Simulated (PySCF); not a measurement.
[Ce(H2O)2]3+: from a saddle point downhill

PySCF 2.14.0, RKS PBE0, Ce lcecp-1-SVP with ECP47, O def2-SVP, H def2-SVP; non-relativistic Hamiltonian with scalar-relativistic core potentials where named; density fitting; no spin-orbit coupling. Relaxed within the symmetry of its start, the geometry (D2d) is

```xyz
7

Ce    0.0000    0.0000    0.0000
O     0.0000    0.0000    2.3813
H     0.5442    0.5442    3.0043
H    -0.5442   -0.5442    3.0043
O     0.0000    0.0000   -2.3813
H     0.5442   -0.5442   -3.0043
H    -0.5442    0.5442   -3.0043
```

and its lowest harmonic modes are -62, -62, 146, 390, 395, 630 cm⁻¹ (negative: unstable). It was moved along the lowest mode and relaxed again.

Task: Where does it end, and how much lower?

Result: In C2, 0.199 eV lower, after 44 steps:
```xyz
7

Ce    0.0128   -1.0894    0.0004
O    -0.0830    0.1791    1.9671
H     0.1087    1.1411    2.1080
H    -0.3139   -0.1307    2.8801
O     0.0620    0.1822   -1.9665
H     0.3230   -0.1167   -2.8751
H    -0.1855    1.1305   -2.1142
```

Task: How do the contacts change?

Result: 
```csv
contact,saddle (Å),end (Å)
Ce1–O2 (H2O),2.381,2.342
Ce1–O5 (H2O),2.381,2.343
```


Task: Is the end a minimum?

Result: Yes; lowest modes 43, 77, 92, 406, 413, 633 cm⁻¹.

An lcecp potential fixes the number of 4f electrons, so in runs with it no electron can move into or out of that shell.

State: singlet in the valence, with the 4f electrons in the core potential.
